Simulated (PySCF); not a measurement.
## A thermochemical cycle for InBr

MP2 in PySCF with def2-TZVPPD on every atom (core potentials on In), for the lowest determinant that a PBE0 search found; no spin–orbit coupling. InBr, a singlet (closed shell), has De = 4.31 eV to neutral atoms, and InBr⁺, a doublet (σ ↑), has De = 0.44 eV to In⁺ + Br.

The adiabatic ionisation energy of InBr, between the minima, is 9.31 eV.

Which ionisation energy of the In atom does this level give?

IE(In) = IE(molecule) + De(ion) − De(neutral) = 9.31 + 0.44 − 4.31 = 5.44 eV; the measured value is 5.786 eV (NIST ASD).

Correlated steps freeze 13 core orbitals. Weak bonds: InBr⁺. Basis-set superposition, not corrected here, can be much of De in a small basis, most of all at correlated wavefunction levels. Spin–orbit coupling is left out, which matters for elements this heavy, above all for dissociation energies. For an ion De counts to the pair picked by the measured ionisation energies or electron affinities, which need not be the lowest pair at this level. Where the molecule has an RHF reference, its open-shell atoms are computed with UHF. States were picked by a PBE0 search and need not be the measured ground states.
